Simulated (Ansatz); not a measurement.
Cartesian coordinates in Å:
```
C 1.4001 1.2221 0.1288
C 0.6093 0.2394 0.4945
N -0.1060 -0.6489 0.8949
Sb -1.1939 -1.8780 -0.3681
H 1.0165 2.2310 0.0667
H 2.4398 1.0303 -0.0962
H -2.6563 -1.5133 0.4365
H -1.5095 -0.6828 -1.5573
```

Charge 0, multiplicity 1. Sb takes the def2 core potential.

(1) List the ωB97M-V/def2-TZVPP orbital energies in eV (the Gaussian-basis code of Ansatz). (Estimate.)

Answers

(1) The calculation gave: Occupied: -395.02, -283.22, -281.08, -160.40, -111.92, -111.83, -111.70, -39.34, -39.27, -39.16, -39.12, -39.04, -28.48, -23.43, -19.57, -16.36, -15.14, -14.62, -13.61, -12.22, -11.74, -9.91, -8.38. Lowest empty: 0.46, 1.42, 1.97, 2.42, 3.54, 3.85, 4.11, 4.29.
